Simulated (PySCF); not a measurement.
PySCF input for 5H-1,4-dioxepine (C5H6O2), SMILES C1=COC=COC1, TDA-PBE/def2-SVPD. Geometry optimised at B3LYP-D3(BJ)/def2-SVP. One conformer was computed; it need not be the lowest.

```python
import numpy as np
from pyscf import gto, scf, dft, tdscf

mol = gto.M(
    atom='''
    C    -1.53090775    0.12381015   -0.05853708
    C    -0.89628350    1.29343844   -0.22041049
    O     0.42704516    1.54678638   -0.32842006
    C     1.40485476    0.60809891   -0.16024368
    C     1.34479743   -0.67236296    0.24479812
    O     0.29778962   -1.44663658    0.60304376
    C    -0.96504664   -1.26410979   -0.02369417
    H    -2.62145239    0.18791761   -0.01010353
    H    -1.45587235    2.22926892   -0.28873393
    H     2.38295165    1.03311198   -0.38738723
    H     2.29815406   -1.20184194    0.33324082
    H    -1.65365740   -1.92608182    0.52139011
    H    -0.89328751   -1.65682155   -1.05687205
    ''',
    basis='def2-SVPD',
    charge=0,
    spin=0,
    max_memory=1600,
    verbose=4,
)
mf = dft.RKS(mol, xc='pbe').density_fit(auxbasis='def2-universal-jkfit')
mf.grids.level = 3
mf.conv_tol = 1e-9
mf.max_cycle = 100
mf.kernel()
mf.grids = dft.Grids(mol).set(level=1).build(with_non0tab=True)  # coarser grid for the response kernel
td = tdscf.TDA(mf)
td.singlet = True
td.nstates = 10
td.conv_tol = 1e-4
td.positive_eig_threshold = 1e-6
td.kernel(x0=td.get_init_guess(mf, 15))
td.analyze()
tt = tdscf.TDA(mf)
tt.singlet = False
tt.nstates = 4
tt.conv_tol = 1e-4
tt.positive_eig_threshold = 1e-6
tt.kernel(x0=tt.get_init_guess(mf, 9))
tt.analyze(verbose=3)
```

Log of the run:

```
PySCF version 2.14.0

[INPUT] verbose = 4
[INPUT] num. atoms = 13
[INPUT] num. electrons = 52
[INPUT] charge = 0
[INPUT] spin (= nelec alpha-beta = 2S) = 0
[INPUT] symmetry False subgroup None
[INPUT] Mole.unit = angstrom
[INPUT] Symbol           X                Y                Z      unit          X                Y                Z       unit  Magmom
[INPUT]  1 C     -1.530907750000   0.123810150000  -0.058537080000 AA   -2.892996369474   0.233967274941  -0.110619049332 Bohr   0.0
[INPUT]  2 C     -0.896283500000   1.293438440000  -0.220410490000 AA   -1.693730344967   2.444244410585  -0.416515461081 Bohr   0.0
[INPUT]  3 O      0.427045160000   1.546786380000  -0.328420060000 AA    0.806998395221   2.923002631407  -0.620623967213 Bohr   0.0
[INPUT]  4 C      1.404854760000   0.608098910000  -0.160243680000 AA    2.654790741192   1.149140396547  -0.302816668392 Bohr   0.0
[INPUT]  5 C      1.344797430000  -0.672362960000   0.244798120000 AA    2.541298835719  -1.270581850702   0.462601402608 Bohr   0.0
[INPUT]  6 O      0.297789620000  -1.446636580000   0.603043760000 AA    0.562740824538  -2.733746937977   1.139587547528 Bohr   0.0
[INPUT]  7 C     -0.965046640000  -1.264109790000  -0.023694170000 AA   -1.823673847032  -2.388821294481  -0.044775492049 Bohr   0.0
[INPUT]  8 H     -2.621452390000   0.187917610000  -0.010103530000 AA   -4.953827065687   0.355112816883  -0.019092904591 Bohr   0.0
[INPUT]  9 H     -1.455872350000   2.229268920000  -0.288733930000 AA   -2.751200013827   4.212707716805  -0.545628050569 Bohr   0.0
[INPUT] 10 H      2.382951650000   1.033111980000  -0.387387230000 AA    4.503125986580   1.952298698207  -0.732055768854 Bohr   0.0
[INPUT] 11 H      2.298154060000  -1.201841940000   0.333240820000 AA    4.342881765457  -2.271152111616   0.629733883325 Bohr   0.0
[INPUT] 12 H     -1.653657400000  -1.926081820000   0.521390110000 AA   -3.124959589860  -3.639767133304   0.985284511957 Bohr   0.0
[INPUT] 13 H     -0.893287510000  -1.656821550000  -1.056872050000 AA   -1.688068744395  -3.130938966777  -1.997198723208 Bohr   0.0

nuclear repulsion = 296.112185148348
number of shells = 82
number of NR pGTOs = 276
number of NR cGTOs = 194
basis = def2-SVPD
ecp = {}


[settings echo left out]
init E= -344.779812778408
  HOMO = -0.260859932219662  LUMO = -0.0891741939646646  gap/eV = 4.67181
cycle= 1 E= -343.78801695285  delta_E= 0.992  |g|= 0.675  |ddm|= 6.25
  HOMO = -0.0942826621579362  LUMO = 0.00166299260415537  gap/eV = 2.61081
cycle= 2 E= -343.542019024002  delta_E= 0.246  |g|= 1.31  |ddm|= 2.98
  HOMO = -0.176725283054387  LUMO = -0.0270172231140617  gap/eV = 4.07376
cycle= 3 E= -343.869409066836  delta_E= -0.327  |g|= 0.241  |ddm|= 2.19
  HOMO = -0.188729553603741  LUMO = -0.0400903975648297  gap/eV = 4.04468
cycle= 4 E= -343.880464312789  delta_E= -0.0111  |g|= 0.101  |ddm|= 0.49
  HOMO = -0.186357523727335  LUMO = -0.0379278183820198  gap/eV = 4.03898
cycle= 5 E= -343.882545802556  delta_E= -0.00208  |g|= 0.0425  |ddm|= 0.183
  HOMO = -0.184599593469326  LUMO = -0.0360765017055416  gap/eV = 4.04152
cycle= 6 E= -343.882901226822  delta_E= -0.000355  |g|= 0.0186  |ddm|= 0.0699
  HOMO = -0.184902870105574  LUMO = -0.0365172593263594  gap/eV = 4.03778
cycle= 7 E= -343.882972523272  delta_E= -7.13e-05  |g|= 0.00762  |ddm|= 0.0314
  HOMO = -0.185166290922451  LUMO = -0.0367208273037534  gap/eV = 4.03941
cycle= 8 E= -343.882988419314  delta_E= -1.59e-05  |g|= 0.000724  |ddm|= 0.0131
  HOMO = -0.185177996665678  LUMO = -0.0367240437476557  gap/eV = 4.03964
cycle= 9 E= -343.882988537851  delta_E= -1.19e-07  |g|= 0.000228  |ddm|= 0.00161
  HOMO = -0.185168434560854  LUMO = -0.0367186959158898  gap/eV = 4.03952
cycle= 10 E= -343.882988548763  delta_E= -1.09e-08  |g|= 7.62e-05  |ddm|= 0.00034
  HOMO = -0.185171669092769  LUMO = -0.036720196922762  gap/eV = 4.03957
cycle= 11 E= -343.882988549972  delta_E= -1.21e-09  |g|= 1.95e-05  |ddm|= 0.000134
  HOMO = -0.185172249432782  LUMO = -0.0367201614011115  gap/eV = 4.03959
cycle= 12 E= -343.882988550025  delta_E= -5.3e-11  |g|= 1.07e-05  |ddm|= 4.22e-05
  HOMO = -0.185170460152429  LUMO = -0.0367198846679351  gap/eV = 4.03955
Extra cycle  E= -343.882988549938  delta_E= 8.74e-11  |g|= 2.12e-05  |ddm|= 5.09e-05
converged SCF energy = -343.882988549938
tot grids = 51096
Overwritten attributes  positive_eig_threshold  of <class 'pyscf.tdscf.rks.TDA'>


******** <class 'pyscf.tdscf.rks.TDA'> for <class 'pyscf.df.df_jk.DFRKS'> ********
nstates = 10 singlet
deg_eia_thresh = 1.000e-03
wfnsym = None
conv_tol = 0.0001
eigh lindep = 1e-12
eigh level_shift = 0
eigh max_cycle = 100


Excitation energies (eV)
[4.52482981 5.05896585 5.60058361 5.68442665 5.95311776 6.10346331
 6.48750372 6.51562123 6.65613741 6.85663336]

** Singlet excitation energies and oscillator strengths **
Excited State   1:      4.52483 eV    274.01 nm  f=0.0429
      26 -> 27        0.63998
      26 -> 28        0.25048
Excited State   2:      5.05897 eV    245.08 nm  f=0.0329
      25 -> 27        0.12051
      26 -> 27        0.19112
      26 -> 28       -0.62980
      26 -> 29       -0.20694
Excited State   3:      5.60058 eV    221.38 nm  f=0.0057
      25 -> 27        0.38884
      25 -> 29        0.12984
      26 -> 27       -0.12311
      26 -> 28        0.14658
      26 -> 29       -0.42248
      26 -> 30        0.27841
      26 -> 31        0.15203
Excited State   4:      5.68443 eV    218.11 nm  f=0.0119
      25 -> 27        0.22150
      26 -> 29       -0.10958
      26 -> 30       -0.64296
Excited State   5:      5.95312 eV    208.27 nm  f=0.0173
      25 -> 27       -0.15589
      25 -> 28       -0.12985
      26 -> 31        0.66217
Excited State   6:      6.10346 eV    203.14 nm  f=0.0120
      25 -> 27        0.10601
      25 -> 28        0.63978
      26 -> 29        0.18582
      26 -> 31        0.13471
Excited State   7:      6.48750 eV    191.11 nm  f=0.0184
      24 -> 27        0.15692
      26 -> 32        0.66715
Excited State   8:      6.51562 eV    190.29 nm  f=0.0314
      24 -> 27        0.34163
      25 -> 27        0.17501
      25 -> 28       -0.17640
      26 -> 29        0.14518
      26 -> 33        0.53342
Excited State   9:      6.65614 eV    186.27 nm  f=0.0380
      24 -> 27       -0.55890
      26 -> 32        0.13892
      26 -> 33        0.37489
Excited State  10:      6.85663 eV    180.82 nm  f=0.0066
      25 -> 29        0.23248
      25 -> 30       -0.57172
      26 -> 34        0.32704

** Transition electric dipole moments (AU) **
state          X           Y           Z        Dip. S.      Osc.
  1         0.5305     -0.2919     -0.1416      0.3867      0.0429
  2         0.4235     -0.0602      0.2869      0.2653      0.0329
  3        -0.1645      0.0190     -0.1197      0.0418      0.0057
  4        -0.2823     -0.0351      0.0692      0.0857      0.0119
  5         0.3371      0.0653      0.0310      0.1189      0.0173
  6         0.0777     -0.2673      0.0539      0.0804      0.0120
  7         0.2124      0.1906      0.1845      0.1155      0.0184
  8        -0.2532     -0.3627     -0.0276      0.1964      0.0314
  9         0.4633     -0.0930      0.0992      0.2332      0.0380
 10        -0.0953      0.0322      0.1708      0.0393      0.0066

** Transition velocity dipole moments (imaginary part, AU) **
state          X           Y           Z        Dip. S.      Osc.
  1        -0.0164     -0.0023     -0.0062      0.0003      0.0013
  2         0.0099      0.0126      0.0299      0.0012      0.0041
  3         0.0059     -0.0133      0.0110      0.0003      0.0011
  4        -0.0243     -0.0036      0.0188      0.0010      0.0031
  5         0.0212      0.0069     -0.0115      0.0006      0.0019
  6         0.0151     -0.0062     -0.0103      0.0004      0.0011
  7         0.0177      0.0201      0.0339      0.0019      0.0052
  8        -0.0079     -0.0280     -0.0710      0.0059      0.0164
  9         0.0436     -0.0247     -0.0582      0.0059      0.0161
 10        -0.0168      0.0145      0.0366      0.0018      0.0048

** Transition magnetic dipole moments (imaginary part, AU) **
state          X           Y           Z
  1         0.0068      0.0993      1.0761
  2        -0.0771      0.1772      0.4237
  3        -0.0456     -0.4174     -0.7850
  4         0.0314      0.2663     -0.4427
  5        -0.1769      0.1821      0.3137
  6        -0.3232     -0.3229      0.1936
  7         0.0021     -0.2106      0.2052
  8        -0.1982      0.1831     -0.0927
  9         0.2951      0.1543      0.1475
 10        -0.3326      0.0508      0.2854


******** <class 'pyscf.tdscf.rks.TDA'> for <class 'pyscf.df.df_jk.DFRKS'> ********
nstates = 4 triplet
deg_eia_thresh = 1.000e-03
wfnsym = None
conv_tol = 0.0001
eigh lindep = 1e-12
eigh level_shift = 0
eigh max_cycle = 100


Excitation energies (eV)
[3.64036209 4.46602407 4.77939697 5.00282182]

** Triplet excitation energies and oscillator strengths **
Excited State   1:      3.64036 eV    340.58 nm  f=0.0000
Excited State   2:      4.46602 eV    277.62 nm  f=0.0000
Excited State   3:      4.77940 eV    259.41 nm  f=0.0000
Excited State   4:      5.00282 eV    247.83 nm  f=0.0000
```

The run converged.
